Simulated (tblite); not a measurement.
A tight-binding relaxation on `CP(CCC#N)C(F)(F)F`.

Computed with GFN2-xTB geometry optimisation, gas phase (tblite 0.8.0). Start geometry: from a force field or distance geometry. A driver script takes a list of jobs; this job's settings line and coordinates (Å) are shown.

Command:
```bash
OMP_NUM_THREADS=1 python probes_run.py task.json out
```

Input:
```
{"job": {"kind": "relax", "xc": "GFN2-xTB", "basis": "xTB"}, "charge": 0, "multiplicity": 1}
C     -1.604200     1.696400    -0.232500
P     -1.001300     0.192000     0.587200
C      0.804900     0.290400     0.168300
C      1.614100    -0.879400     0.675700
C      3.041100    -0.688300     0.406000
N      4.161800    -0.520400     0.164900
C     -1.572100    -1.042600    -0.525100
F     -2.894300    -0.988100    -0.457800
F     -1.074600    -2.195500    -0.057000
F     -1.096000    -0.728400    -1.716000
H     -2.709000     1.732300    -0.205300
H     -1.301800     1.750900    -1.276200
H     -1.242500     2.592400     0.289400
H      0.926900     0.391600    -0.922500
H      1.180400     1.230700     0.606100
H      1.283600    -1.820200     0.228500
H      1.476100    -1.001800     1.768800
```

Output:
```
step      E/eV     max force
  0    -921.18846    4.820
  1    -921.50620    5.322
  2    -921.55600    6.012
  3    -921.80887    0.778
  4    -921.84258    0.595
  5    -921.86449    0.657
  6    -921.87254    0.219
  7    -921.87957    0.255
  8    -921.88698    0.455
  9    -921.89095    0.317
... (9 lines left out)
 19    -921.89488    0.025
 20    -921.89495    0.042
 21    -921.89502    0.044
 22    -921.89507    0.025
 23    -921.89510    0.012
 24    -921.89511    0.017
 25    -921.89513    0.020
 26    -921.89515    0.016
 27    -921.89516    0.013
 28    -921.89517    0.009
```

«max force» is the largest atomic force in eV/Å.

Task: From which step on does the largest force stay under 0.1 eV/Å, and how much energy is left to gain from there?

Result: From step 18 (0.062 eV/Å), 0.4 meV above the end.

In short: energy lowered by 16.3 kcal/mol over 28 steps; largest atomic force 0.009 eV/Å at the end.

Task: Give the final coordinates.

Result: 0.076 Å rms from the input after alignment:
```
atom  x, y, z in Å
C1    -1.5974    1.7197   -0.2155
P2    -0.9533    0.2837    0.7420
C3     0.8182    0.3302    0.1711
C4     1.6145   -0.8741    0.6902
C5     3.0165   -0.6940    0.4078
N6     4.1217   -0.5229    0.1745
C7    -1.5512   -1.0197   -0.4964
F8    -2.8894   -1.0491   -0.5301
F9    -1.1368   -2.2514   -0.1635
F10   -1.1379   -0.8090   -1.7585
H11   -2.6863    1.7055   -0.1840
H12   -1.2573    1.6980   -1.2508
H13   -1.2505    2.6327    0.2647
H14    0.8725    0.3902   -0.9202
H15    1.2419    1.2515    0.5835
H16    1.2813   -1.8013    0.2157
H17    1.4866   -0.9779    1.7723
```

Hardware: one thread of an AMD EPYC 9B45, shared host with 96 logical CPUs at a one-minute load of 10. Cost: 0.14 s of wall time.
Labels such as C1 count atoms from 1, the log's own numbers from 0.
